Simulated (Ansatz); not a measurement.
Results of the Gaussian-basis code of Ansatz.

A structure relaxed at PBE0-D4/def2-TZVP, charge 0, multiplicity 1:

```xyz
9

O    -1.068   -0.055   -1.029
Si   -0.011   -0.184    0.216
O    -0.282   -1.447    1.220
S    -0.245    1.653    1.266
Te    2.283   -0.730   -0.569
H    -0.944   -0.682   -1.746
H    -1.008   -1.356    1.842
H    -1.033    2.162    0.304
H     2.307    0.637   -1.506
```

(1) Give its formula and SMILES.

(2) Summarise the bond lengths by kind.

Answers

(1) H4O2SSiTe, `O[Si](O)(S)[TeH]`.

(2) 2 × O–Si 1.636 to 1.639 Å; 2 × H–O 0.960 Å; 1 × S–Si 2.129 Å; 1 × Si–Te 2.485 Å; 1 × H–S 1.343 Å; 1 × H–Te 1.658 Å.
